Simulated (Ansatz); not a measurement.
System: ReF2, net charge 0, sextet state. The spin state was set by rule; other spins were not relaxed. 
Structure (B3LYP-D3(BJ)/def2-TZVP (Ansatz, a quantum-chemistry and plane-wave program) minimum search):
```xyz
3

Re     0.0000     0.0000     0.0000
F      0.0000     0.0000    -1.9296
F      0.0000     0.0000     1.9296
```
Charge 0, spin multiplicity 6.

Quantity: atomisation energy (electronic, to ground-state atoms), in kcal/mol. Cores are frozen in the correlated levels unless marked. Open shells are spin-unrestricted. No spin-orbit coupling. The frozen core is the preceding noble-gas configuration, with the filled d and f shells of earlier blocks. Past Kr the def2 sets carry scalar-relativistic core potentials. The coupled-cluster limit lacks core correlation, which all-electron functionals hold. CBS marks a two-point X^-3 extrapolation of the correlation energy; Hartree-Fock from the larger set. [CCSD(T)-MP2]/basis is that difference in the basis named.

```tsv
level	program	atomisation energy (kcal/mol)
HF/def2-SVP	Ansatz	149.0
BLYP-D3(BJ)/def2-TZVPD	Ansatz + dftd3	232.5
revPBE/def2-TZVPD	Ansatz	231.4
B3LYP-D3(BJ)/def2-TZVPD	Ansatz + dftd3	224.1
```

**Question.** Estimate the value at RI-MP2/CBS(def2-TZVPPD,def2-QZVPPD)+[CCSD(T)-MP2]/def2-TZVPPD as computed with Ansatz.

**Answer.** 225.7 kcal/mol, so B3LYP-D3(BJ)/def2-TZVPD differs from it by -1.6 kcal/mol.
